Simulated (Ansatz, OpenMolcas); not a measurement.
## How methods differ on B3N3H6 (borazine)

The species is B3N3H6 (12 atoms), meant as a singlet with charge 0. SMILES: `B1NBNBN1`. The shape is that of a PBE0-D4/def2-TZVP optimisation. This is one conformer, not always the lowest.

```tsv
atom	x (Å)	y (Å)	z (Å)
B	-0.7256	-1.2232	0.2537
N	0.5242	-0.9566	0.8833
B	1.2651	0.2386	0.6555
N	0.7050	1.1885	-0.2464
B	-0.5395	0.9846	-0.9091
N	-1.2292	-0.2318	-0.6368
H	-1.3269	-2.2370	0.4638
H	0.8999	-1.6422	1.5164
H	2.3136	0.4363	1.1987
H	1.2102	2.0402	-0.4231
H	-0.9866	1.8006	-1.6626
H	-2.1101	-0.3980	-1.0933
```

Quantity: the energy change with the B1–H7 bond stretched from 1.197 to 1.796 Å, in eV. The values are calculated.

| level | kind | program | value (eV) | less CCSD(T)/def2-SVP | CPU time (all runs) |
| --- | --- | --- | --- | --- | --- |
| BLYP/def2-SVP (restricted) | GGA | Ansatz | 1.61 | -0.14 | 26 s |
| TPSS/def2-SVP (restricted) | meta-GGA | OpenMolcas | 1.73 | -0.02 | 3.7 min |
| CAM-B3LYP/def2-SVP (restricted) | range-separated hybrid | Ansatz | 1.79 | +0.04 | 33 s |
| HSE06/def2-SVP (restricted) | range-separated hybrid | Ansatz | 1.76 | +0.01 | 31 s |
| PBE-QIDH/def2-SVP (restricted) | double hybrid | Ansatz | 1.87 | +0.12 | 37 s |
| RPA@PBE0/def2-SVP (restricted) | RPA | Ansatz | 1.79 | +0.04 | 49 s |
| MP2/def2-SVP (restricted) | perturbation theory | Ansatz | 1.86 | +0.11 | 19 s |
| CCSD(T)/def2-SVP (restricted) | coupled cluster or CI | Ansatz | 1.75 | 0.00 | 1.9 min |

Differences are taken from CCSD(T)/def2-SVP (restricted) for orientation; it has basis-set and higher-order errors of its own. The first shape isn't each level's own minimum. The values span 1.61 to 1.87 eV. CPU times are rough (shared hosts, several kinds of processor and program).
